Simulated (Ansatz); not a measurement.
Mulliken charges of `F[CH]([SiH3])[ZnH]` from PBE/def2-TZVPP in Ansatz (PBE0-D4/def2-TZVP geometry).

```json
{"atom": "F1", "x (Å)": "-1.415", "y (Å)": "0.964", "z (Å)": "0.922", "charge (e)": "-0.220"}
{"atom": "C2", "x (Å)": "-0.738", "y (Å)": "0.243", "z (Å)": "-0.091", "charge (e)": "0.105"}
{"atom": "Si3", "x (Å)": "1.084", "y (Å)": "0.698", "z (Å)": "-0.104", "charge (e)": "0.123"}
{"atom": "Zn4", "x (Å)": "-1.071", "y (Å)": "-1.683", "z (Å)": "0.206", "charge (e)": "0.148"}
{"atom": "H5", "x (Å)": "-1.184", "y (Å)": "0.540", "z (Å)": "-1.050", "charge (e)": "0.096"}
{"atom": "H6", "x (Å)": "1.739", "y (Å)": "0.276", "z (Å)": "1.163", "charge (e)": "-0.051"}
{"atom": "H7", "x (Å)": "1.697", "y (Å)": "-0.062", "z (Å)": "-1.231", "charge (e)": "-0.056"}
{"atom": "H8", "x (Å)": "1.324", "y (Å)": "2.153", "z (Å)": "-0.301", "charge (e)": "-0.050"}
{"atom": "H9", "x (Å)": "-1.346", "y (Å)": "-3.175", "z (Å)": "0.469", "charge (e)": "-0.095"}
```

Problem. By hand: the dipole of these point charges (1 e Å = 4.8032 D).

Solution. Σ q r = (-0.027, -0.115, -0.315) e Å, of length 0.336 e Å = 1.61 D.

Problem. How does the dipole of the full density compare? (An estimate is asked.)

Solution. Ansatz gave: (0.014, -0.130, -0.223) e Å, 1.24 D; the point charges give 1.30 times that, at 13° from its direction.

Point charges leave out the atoms' own dipoles, such as those of lone pairs, and Mulliken's split depends on the basis, so the two needn't agree.
